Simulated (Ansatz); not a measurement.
C$_{3}$H$_{3}$ (SMILES [CH]=C=C), doublet, geometry from GFN2-xTB. Base run: CAM-B3LYP/pcseg-1 (Ansatz, a quantum-chemistry and plane-wave program).

Here is a job for Ansatz.
Ansatz 0.2 input:
```yaml
crystal:
  periodic: [false, false, false]
  atoms:
    - {symbol: C, position_ang: [0.00140388, -0.01899720, 0.10918779]}
    - {symbol: C, position_ang: [0.01684836, -0.22799011, 1.31038999]}
    - {symbol: C, position_ang: [-0.01571971, 0.21271738, -1.22260886]}
    - {symbol: H, position_ang: [0.03012627, -0.40766541, 2.34308704]}
    - {symbol: H, position_ang: [0.89984787, 0.24626573, -1.78481618]}
    - {symbol: H, position_ang: [-0.94516933, 0.36701923, -1.74008438]}
basis:
  gaussian:
    orbitals: pcseg-1.json
hamiltonian:
  xc: cam_b3lyp
magnetization: {spin_polarized: true, initial_magnetization: 1}
```
The basis file holds pcseg-1 in the JSON format of the Basis Set Exchange.

Each row names what was changed in the base input (with any setting that the change needs).

| change | basis functions | E (Eh) |
|---|---|---|
| base | 57 | -115.90854 |
| basis = STO-3G | 18 | -114.46854 |
| basis = pcseg-0 | 33 | -115.64838 |
| basis = 6-31G | 33 | -115.89946 |
| basis = def2-SV(P) | 48 | -115.83381 |
| basis = cc-pVDZ | 57 | -115.93139 |
| basis = 6-31G** | 60 | -115.92918 |
| basis = 6-311G** | 72 | -115.96106 |
| basis = 6-311++G** | ___ | ___ |
| basis = aug-pcseg-1 | 96 | -115.91156 |
| basis = pc-2 | 132 | ___ |
| basis = cc-pVTZ | 132 | ___ |
| basis = def2-TZVPD | ___ | ___ |

Q: Some entries are withheld; supply them.

A: 
- basis = 6-311++G**, basis functions: 87
- basis = 6-311++G**, E (Eh): -115.96329
- basis = pc-2, E (Eh): -115.98068
- basis = cc-pVTZ, E (Eh): -115.97402
- basis = def2-TZVPD, basis functions: 138
- basis = def2-TZVPD, E (Eh): -115.97630

Totals compare only among sets that treat the same electrons; sets with core potentials leave the core out.
